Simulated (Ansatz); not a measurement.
C2H5N, SMILES `C=CN` (charge 0, multiplicity 1).

Cartesian coordinates (Å):
SMILES: C=CN
```xyz
8

C     -1.0725    -0.1824     0.5039
C     -0.1361     0.2706    -0.3306
N      1.2380     0.1678    -0.1670
H     -0.8229    -0.7433     1.3967
H     -2.1158     0.0180     0.3146
H     -0.4231     0.8322    -1.2134
H      1.7819     0.1484    -1.0142
H      1.5504    -0.5115     0.5101
```
Charge 0, multiplicity 1.

Frozen-core energies in 6-31g from Ansatz (a first-principles code) at a geometry from B3LYP-D3(BJ)/def2-TZVP; the HF reference has <S^2> = 0.00 and the T1 diagnostic is 0.011.

```
level  energy (Ha)
-----  -----------
HF      -133.01236
MP2     -133.29777
CCSD    -133.32866
```

Task: Estimate the energies of CCSD(T), CCSDT, CCSDT(Q) and CCSDTQ, and give each level's difference from CCSDTQ.

Result: 
```tsv
level	energy (Ha)	difference from CCSDTQ (mHa)
MP2	-133.29777	40.11
CCSD	-133.32866	9.23
CCSD(T)	-133.33667	1.21
CCSDT	-133.33717	0.72
CCSDT(Q)	-133.33795	-0.06
CCSDTQ	-133.33789	0.00
```
